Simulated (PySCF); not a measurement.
## Adding and removing an electron: PbN

ROHF-CCSD; basis Pb cc-pVDZ-PP with ECP60, N cc-pVDZ; scalar-relativistic core potentials; PySCF 2.14. Neutral (ROHF): doublet (π ↑), Re = 2.093 Å, ωe = 565 cm⁻¹, De = 1.02 eV.

PbN⁺ (ROHF): triplet (π ↑↑), Re = 2.279 Å, ωe = 432 cm⁻¹. The energies at the minima are -246.41678 hartree for PbN and -246.15170 for PbN⁺.

**Question.** Work out the adiabatic ionisation energy, without and with harmonic zero-point energies (1 hartree = 27.2114 eV, 1 eV = 8065.5 cm⁻¹), and the change of the bond length.

**Answer.** At ROHF-CCSD: 0.26508 hartree = 7.213 eV between the minima; the zero-point term (432.0 − 565.0)/2 cm⁻¹ = -0.008 eV makes it 7.205 eV. Re changes by +18.6 pm against the neutral. The electron leaves a π orbital, and the longer bond of the ion fits a bonding orbital, or a change in how ionic the bond is.

Correlated steps freeze 5 core orbitals. Correlated levels converge slowly with the basis: in double zeta they bind strong bonds too weakly, by up to about 1 eV, and carry superposition errors of some tenths. Spin–orbit coupling is left out, which matters for elements this heavy, above all for dissociation energies. The CCSD T1 diagnostic is raised in PbN, a sign that a single reference may not be enough there. States were picked by a PBE0 search and need not be the measured ground states.
